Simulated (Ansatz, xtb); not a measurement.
# Isomers of CH2ClFGa in order of energy

4 gas-phase structures of CH2ClFGa, found in a search over its isomers (lower ones may exist). Each was relaxed with GFN2-xTB:

A. `[F][GaH][CH]Cl`, a doublet
B. `[CH2][Ga]([F])[Cl]`, a doublet
C. a doublet given by its coordinates
D. a doublet given by its coordinates

D (Å):

```yaml
atoms:
  - { symbol: C, position_ang: [2.2359, 0.0122, 1.8669] }
  - { symbol: Cl, position_ang: [2.6153, -0.7838, -1.7970] }
  - { symbol: F, position_ang: [3.4229, 0.6369, 1.4801] }
  - { symbol: Ga, position_ang: [1.5290, 0.2729, -0.2609] }
  - { symbol: H, position_ang: [2.4814, -1.0052, 2.1718] }
  - { symbol: H, position_ang: [1.7930, 0.6082, 2.6634] }
```

Close contacts (Å): C1–F3 1.40, C1–Ga4 2.26, Cl2–Ga4 2.16, C1–H5 1.09, C1–H6 1.09.

C (Å):

```xyz
6

C     1.1632   -1.1183    0.1837
Cl    0.0427   -2.3905   -0.1259
F    -0.4846   -1.5617    3.0063
Ga    1.2413   -1.5801    2.4912
H     0.7278   -0.1452   -0.0122
H     2.1152   -1.2921   -0.3048
```

Close contacts (Å): C1–Cl2 1.72, C1–Ga4 2.35, F3–Ga4 1.80, C1–H5 1.08, C1–H6 1.08.

Task: Which do you expect lowest at r2SCAN-D4/def2-SVP, and how would the others follow?

Result: Calculated order at r2SCAN-D4/def2-SVP: B (0.000), D (1.254), C (1.350), A (1.751) eV.

Energies above the lowest of each column, in eV; the last columns are at B3LYP-D3(BJ)/def2-SVP geometries and were run for some of them only (a dash: not run or not comparable):

```json
{"structure": "B", "GFN2-xTB": "0.247", "HF/STO-3G": "0.544", "r2SCAN-D4/def2-SVP": "0.000", "B3LYP-D3(BJ)/def2-SVP": "0.000", "CCSD(T)/def2-SVP + ΔMP2/def2-TZVPP": "0.000"}
{"structure": "D", "GFN2-xTB": "0.388", "HF/STO-3G": "0.000", "r2SCAN-D4/def2-SVP": "1.254", "B3LYP-D3(BJ)/def2-SVP": "0.866", "CCSD(T)/def2-SVP + ΔMP2/def2-TZVPP": "1.212"}
{"structure": "C", "GFN2-xTB": "0.000", "HF/STO-3G": "1.160", "r2SCAN-D4/def2-SVP": "1.350", "B3LYP-D3(BJ)/def2-SVP": "0.941", "CCSD(T)/def2-SVP + ΔMP2/def2-TZVPP": "1.114"}
{"structure": "A", "GFN2-xTB": "1.733", "HF/STO-3G": "1.999", "r2SCAN-D4/def2-SVP": "1.751", "B3LYP-D3(BJ)/def2-SVP": "–", "CCSD(T)/def2-SVP + ΔMP2/def2-TZVPP": "–"}
```

CCSD(T)/def2-SVP + ΔMP2/def2-TZVPP puts B lowest of those it was run on; GFN2-xTB picks C, HF/STO-3G picks D. CCSD(T)/def2-SVP + ΔMP2/def2-TZVPP orders those it was run on as B (0.000), C (1.114), D (1.212) eV. Flexible structures stand in one conformer each, not always the lowest. Frequencies (B3LYP-D3(BJ)/def2-SVP) were run for B, C, D alone. Open shells are spin-unrestricted, some with notable spin contamination. ΔMP2 is the change of the MP2 energy from the smaller to the larger basis.

Over these structures GFN2-xTB departs from r2SCAN-D4/def2-SVP by 0.611 eV on average once a common shift is removed. A GFN2-xTB relaxation took about 0.17 s and the r2SCAN-D4/def2-SVP energy about 2.4 s on a shared host (Ansatz 0.2.0, xtb 6.7.1).
